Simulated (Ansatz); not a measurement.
C₅H₈Cl₃InN₂⁺, that is In(IMe)Cl3 with one electron fewer. Charge 1, multiplicity 2. Geometry PBE-D4/def2-SVP, that of the neutral singlet.

```
atom    x (Å)    y (Å)    z (Å)
 In1  -1.8509  -0.9851   1.2022
  C2  -0.0934  -0.1161   0.0967
  N3   1.2417  -0.3400   0.2155
  C4   1.8399  -1.3125   1.1297
  C5   1.9480   0.4743  -0.6547
  C6   1.0188   1.2263  -1.3326
  N7  -0.2224   0.8447  -0.8553
  C8  -1.5118   1.3922  -1.2793
  H9   1.4815  -2.3319   0.8934
 H10   2.9387  -1.2661   1.0287
 H11   1.5457  -1.0897   2.1723
 H12   3.0397   0.4513  -0.7260
 H13   1.1434   1.9903  -2.1056
 H14  -1.9790   1.9383  -0.4353
 H15  -1.3523   2.0694  -2.1369
 H16  -2.1814   0.5584  -1.5720
Cl17  -2.8179   0.9704   2.2007
Cl18  -0.9854  -2.6080   2.7304
Cl19  -3.2030  -1.8662  -0.5718
```

In the def2 sets In takes a core potential; there is no spin–orbit coupling. At PBE-D4/def2-TZVP the gap within one spin of the charge 1 doublet nearly closes, so an electron or hole may be smeared out by delocalisation error.

Question: Estimate the α-spin orbital energies around the gap (eV) in Ansatz with PBE-D4/def2-TZVP, PBE0-D4/def2-TZVP, r2SCAN0-D4/def2-TZVP.

Answer: 
| orbital | PBE-D4/def2-TZVP | PBE0-D4/def2-TZVP | r2SCAN0-D4/def2-TZVP |
| --- | --- | --- | --- |
| HOMO−5 | -11.61 | -13.01 | -13.05 |
| HOMO−4 | -11.55 | -12.89 | -12.90 |
| HOMO−3 | -11.47 | -12.71 | -12.75 |
| HOMO−2 | -11.36 | -12.63 | -12.68 |
| HOMO−1 | -11.34 | -12.54 | -12.46 |
| HOMO | -11.26 | -12.39 | -12.39 |
| LUMO | -6.52 | -5.84 | -6.05 |
| LUMO+1 | -6.39 | -5.33 | -5.42 |
| LUMO+2 | -5.68 | -5.06 | -5.05 |
| LUMO+3 | -4.01 | -3.17 | -2.98 |
| LUMO+4 | -3.69 | -2.94 | -2.73 |
| LUMO+5 | -3.31 | -2.61 | -2.40 |
| β HOMO | -11.17 | -11.97 | -12.04 |
| β LUMO | -11.10 | -11.09 | -11.15 |
